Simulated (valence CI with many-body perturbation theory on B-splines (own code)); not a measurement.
# Level structure of Tb51+

Method: valence CI with perturbative core correlation (CI+MBPT): four valence electrons over a frozen Dirac-Fock core [Ne], a basis of 11 s, 11 p, 10 d, 8 f, 5 g, 2 h functions for each j, with the one-electron correlation potential Σ1 (screened to all orders), the two-electron term Σ2, the three-electron term Σ3, Breit, model QED; selected single and double excitations, second order for the rest, scaled by the run's own slope (own B-spline code, finite nucleus).

The last digits are not significant, and no measured levels were compared; by estimate large intervals hold to a few tenths of a per cent, small ones and those within an open d or f shell to about a per cent. Among the levels kept, up to 590 cm⁻¹ of a level comes from second order outside the variational space, and about a tenth of that is noise between levels of different J, which matters for small intervals.

Levels 136 to 178 of 178, with energies above the lowest level, (3s^2 3p1/2^2) J=0. "Leading %" is the weight of the configuration and term that name the level; weights of strongly mixed levels are sums over their largest components and can fall short. In the jj column 3d3/2^4 stands for four electrons in 3d with j = 3/2. Lifetimes count E1, E2, E3, M1 and M2 decay at the calculated energies, and are blank where another channel may lead or the interval is too uncertain; long ones can be off by a factor of two.

```tsv
No.	Configuration	Term	J	E (× 10³ cm⁻¹)	Leading %	g	Lifetime	Leading jj
136	3s.3p.3d2	3P°	1	8350.6	50	1.270	1.96 ps	3s 3p1/2 3d5/2^2 (85 %)
137	3p3.3d	3F°	2	8394.3	45	0.961	975 fs	3p1/2 3p3/2^2 3d3/2 (85 %)
138	3p2.3d2	3F	2	8439.6	39	0.727	6.90 ps	3p1/2^2 3d3/2^2 (97 %)
139	3p3.3d	3D°	1	8439.9	42	0.957	739 fs	3p1/2 3p3/2^2 3d3/2 (88 %)
140	3p3.3d	3F°	3	8467.8	34	1.084	864 fs	3p1/2 3p3/2^2 3d3/2 (84 %)
141	3p3.3d	5D°	0	8487.3	42		719 fs	3p1/2 3p3/2^2 3d3/2 (86 %)
142	3p3.3d	3G°	4	8507.2	42	1.040	972 fs	3p1/2 3p3/2^2 3d3/2 (88 %)
143	3p3.3d	3F°	2	8597.7	36	1.019	679 fs	3p1/2 3p3/2^2 3d3/2 (84 %)
144	3p2.3d2	3P	0	8603.4	56		6.38 ps	3p1/2^2 3d3/2^2 (96 %)
145	3p3.3d	3P°	1	8653.3	26	1.306	590 fs	3p1/2 3p3/2^2 3d3/2 (65 %)
146	3p3.3d	3F°	2	8661.3	26	1.078	728 fs	3p1/2 3p3/2^2 3d3/2 (70 %)
147	3p3.3d	3D°	3	8681.3	33	1.138	587 fs	3p1/2 3p3/2^2 3d3/2 (74 %)
148	3p3.3d	3F°	4	8781.3	44	1.261	1.12 ps	3p1/2 3p3/2^2 3d5/2 (85 %)
149	3p3.3d	3D°	1	8790.7	26	1.016	606 fs	3p1/2 3p3/2^2 3d3/2 (61 %)
150	3p3.3d	3D°	3	8804.5	44	1.272	890 fs	3p1/2 3p3/2^2 3d5/2 (82 %)
151	3s.3p.3d2	5D°	0	8804.9	79		660 fs	3s 3p3/2 3d3/2^2 (89 %)
152	3p3.3d	3G°	5	8821.0	75	1.184	1.78 ps	3p1/2 3p3/2^2 3d5/2 (75 %)
153	3s.3p.3d2	5F°	2	8829.7	31	1.179	535 fs	3s 3p3/2 3d3/2^2 (69 %)
154	3s.3p.3d2	5D°	1	8832.4	42	1.060	498 fs	3s 3p3/2 3d3/2^2 (56 %)
155	3s.3p.3d2	5F°	3	8839.3	34	1.195	598 fs	3s 3p3/2 3d3/2^2 (74 %)
156	3p3.3d	1G°	4	8840.4	36	1.181	1.01 ps	3p1/2 3p3/2^2 3d5/2 (83 %)
157	3p2.3d2	3F	3	8851.4	30	1.070	4.37 ps	3p1/2^2 3d3/2 3d5/2 (96 %)
158	3s.3p.3d2	5F°	4	8872.8	23	1.223	645 fs	3s 3p3/2 3d3/2^2 (74 %)
159	3p3.3d	3P°	0	8880.1	40		945 fs	3p1/2 3p3/2^2 3d5/2 (72 %)
160	3p4	3P	0	8884.5	58		334 fs	3p3/2^4 (91 %)
161	3p3.3d	1P°	1	8914.3	30	1.050	918 fs	3p1/2 3p3/2^2 3d5/2 (76 %)
162	3p2.3d2	3P	2	8934.9	23	1.180	4.08 ps	3p1/2^2 3d3/2 3d5/2 (96 %)
163	3p2.3d2	5D	1	8966.5	38	1.515	3.76 ps	3p1/2^2 3d3/2 3d5/2 (96 %)
164	3p2.3d2	3F	4	8972.7	25	1.076	3.65 ps	3p1/2^2 3d3/2 3d5/2 (95 %)
165	3p3.3d	3P°	2	8981.2	37	1.284	1.12 ps	3p1/2 3p3/2^2 3d5/2 (83 %)
166	3s.3p.3d2	5S°	2	8997.7	27	1.665	550 fs	3s 3p3/2 3d3/2^2 (72 %)
167	3s.3p.3d2	5G°	5	9031.4	50	1.275	969 fs	3s 3p3/2 3d3/2 3d5/2 (77 %)
168	3p3.3d	3F°	3	9035.8	29	1.156	984 fs	3p1/2 3p3/2^2 3d5/2 (80 %)
169	3s.3p.3d2	3D°	1	9060.7	43	0.796	439 fs	3s 3p3/2 3d3/2^2 (58 %)
170	3s.3p.3d2	5D°	4	9064.2	38	1.339	931 fs	3s 3p3/2 3d3/2 3d5/2 (85 %)
171	3p3.3d	1F°	3	9067.9	30	1.073	887 fs	3p1/2 3p3/2^2 3d5/2 (69 %)
172	3p3.3d	1D°	2	9070.2	23	1.027	799 fs	3p1/2 3p3/2^2 3d5/2 (53 %)
173	3s.3p.3d2	5G°	6	9080.3	71	1.275	2.24 ps	3s 3p3/2 3d3/2 3d5/2 (74 %)
174	3p3.3d	3D°	1	9087.9	25	1.231	710 fs	3p1/2 3p3/2^2 3d5/2 (78 %)
175	3s.3p.3d2	5P°	3	9101.0	40	1.466	1.17 ps	3s 3p3/2 3d3/2 3d5/2 (86 %)
176	3p3.3d	3D°	2	9103.3	51	1.090	597 fs	3p1/2 3p3/2^2 3d5/2 (66 %)
177	3s.3p.3d2	3F°	2	9121.2	36	0.991	491 fs	3s 3p3/2 3d3/2^2 (41 %)
178	3s.3p.3d2	3G°	3	9143.7	50	0.959	467 fs	3s 3p3/2 3d3/2^2 (62 %)
```
